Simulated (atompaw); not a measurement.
Pseudopotential generation for Si (Z = 14): PAW (atompaw), PBE, scalar-relativistic.

Input for atompaw 4.2.0.5:

```
Si 14
GGA-PBE scalarrelativistic loggrid 1500 logderivrange -3 5 201
3 3 0 0 0 0
3 1 2
0 0 0
c
c
v
c
v
2
2.00 1.80 1.80 1.10
y
-0.25
n
y
2.9
n
y
0.1
n
custom rrkj gramschmidtortho gaussian
3 0 troulliermartins
2.00
2.00
2.00
1.90
2.00
PWSCFOUT
UPFDX 0.0125d0 UPFXMIN -7.d0 UPFZMESH 14.d0
END
```

Command:

```bash
atompaw < Si.input > Si.log
```

The program printed (summary file):

```
Completed calculations for Si (AE)

 Exchange-correlation type: GGA, Perdew-Burke-Ernzerhof

 Radial integration grid is logarithmic
 r0 =   5.6515946E-04 h =   7.9122324E-03   n =      1500 rmax =   8.0000000E+01

 Scalar relativistic calculation

 AEatom converged in  30 iterations
   nz     =  14.00
   delta  =       2.219708682931E-17

 All Electron Orbital energies:
  n  l      occupancy      energy
  1  0      2.0000000E+00 -1.3126400E+02
  2  0      2.0000000E+00 -1.0253096E+01
  3  0      2.0000000E+00 -7.9472925E-01
  2  1      6.0000000E+00 -7.0234712E+00
  3  1      2.0000000E+00 -2.9996295E-01

 Total energy
   Total                    :     -579.67368138932841

 ---
 Completed calculations for Si (SC)

 Exchange-correlation type: GGA, Perdew-Burke-Ernzerhof

 Radial integration grid is logarithmic
 r0 =   5.6515946E-04 h =   7.9122324E-03   n =      1500 rmax =   8.0000000E+01

 Scalar relativistic calculation

 SCatom converged in   1 iterations
   nz     =  14.00
   delta  =       1.698796654953E-18

 Valence Electron Orbital energies:
  n  l      occupancy      energy
   3  0      2.0000000E+00 -7.9472925E-01
   3  1      2.0000000E+00 -2.9996295E-01

 Total energy
   Total                    :     -579.67368138939037
   Valence                  :      -46.32758577969085

 PAW parameters:
       lmax =            2
         rc =    2.0030104888169538
        irc =         1034
   rc_shape =    1.8071693109227713
    rc_vloc =    1.8071693109227713
    rc_core =    1.1062824458654226
   Vloc: Norm-conserving Troullier-Martins with l= 3;e=   0.0000E+00
   Projector type: RRKJ pseudization + Gram-Schmidt ortho.
   Gaussian compensation charge shape with gausstol =   1.0000E-04

 Number of basis functions     5
 No.   n  nodes  l      Energy         Cp coeff         Occ
  1    3    2    0   -0.7947292E+00  0.1000000E+01  0.2000000E+01
  2  999    3    0   -0.2500000E+00  0.1787167E-02  0.0000000E+00
  3    3    1    1   -0.2999630E+00  0.1000000E+01  0.2000000E+01
  4  999    2    1    0.2900000E+01  0.9483367E-01  0.0000000E+00
  5  999    0    2    0.1000000E+00  0.1000000E+01  0.0000000E+00

 Eigenvalues of overlap operator (in the basis of projectors):
    1        2.61591834E-04
    2        2.04305356E-01
    3        1.37128380E+00
    4        5.89938272E+00
    5        2.92440621E+01

 Orbital leakage outside PAW augmentation regions
   orb  is_core?  %out_of_sphere
   1 0    T           0.00
   2 0    T           0.02
   3 0    F          52.15
   2 1    T           0.05
   3 1    F          71.92

 Summary of PAW energies
   Total valence energy     :    -46.32764952540474
   Smooth energy            :     11.88005254728877
   One center               :    -58.20770207269351
   Smooth kinetic           :      2.72844666218094
   Vloc energy              :      0.31591669489413
   Smooth exch-corr         :     -5.89379490956999
   One-center xc            :    -35.40354995773394
```

The run took about 1.5 s on one core of a shared server CPU.
